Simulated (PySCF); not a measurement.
In(H)(SeH)2, SMILES [SeH][InH][SeH] (H3InSe2), B3LYP/def2-SVP optimised geometry.

```
6

In    -0.10     0.43     0.00
H     -1.05     1.87     0.00
Se     2.44     0.43     0.00
H      2.49     1.90     0.00
Se    -1.12    -1.90     0.00
H     -2.49    -1.36     0.00
```

Density from B3LYP/def2-TZVP, def2 effective core potentials past Kr (PySCF) at that geometry. The core electrons that the potentials of In replace are not part of the density.

Minimum of the electron density along straight lines between bonded atoms, close to the bond critical point (lines longer than 1.1 times the sum of covalent radii, or with two minima, are not listed):

```
bond     length / Å  ρ at the minimum / e bohr⁻³  ∇²ρ there / e bohr⁻⁵  position (fraction from the first atom)
-------  ----------  ---------------------------  --------------------  ---------------------------------------
In1–H2        1.728                        0.104                  0.10                                     0.64
In1–Se3       2.545                        0.070                  0.08                                     0.47
Se3–H4        1.478                        0.172                 -0.29                                     0.63
In1–Se5       2.545                        0.070                  0.08                                     0.47
Se5–H6        1.478                        0.172                 -0.29                                     0.63
```
